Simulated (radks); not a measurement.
Charge is removed step by step from the 2s1/2 level of Ba, starting from [Xe] 6s2. Calculated with a radial shooting solver on a logarithmic mesh with Libxc functionals: Dirac Kohn-Sham, PBEsol, spin-unpolarised, spherical densities, finite nucleus; Fermi nuclear charge, rms radius 4.8378 fm.

removed (e) = 0: E - E(0) (eV) 0.000; eigenvalue (eV) -5879.3; E minus straight line (eV) 0.000
removed (e) = 0.25: E - E(0) (eV) 1474.2; eigenvalue (eV) -5914.1; E minus straight line (eV) -13.145
removed (e) = 0.5: E - E(0) (eV) 2957.1; eigenvalue (eV) -5949.2; E minus straight line (eV) -17.561
removed (e) = 0.75: E - E(0) (eV) 4448.8; eigenvalue (eV) -5984.4; E minus straight line (eV) -13.196
removed (e) = 1: E - E(0) (eV) 5949.3; eigenvalue (eV) -6019.8; E minus straight line (eV) 0.000

Removing the whole electron costs 5949.3 eV by Delta-SCF, against 5879.3 eV from minus the eigenvalue at the starting occupation. Slater's transition state (half an electron removed) gives 5949.2 eV. Integrating minus the eigenvalue over the occupation (Janak's theorem) gives 5949.3 eV. The mean slope of the eigenvalue, de/dn, is 140 eV per electron.
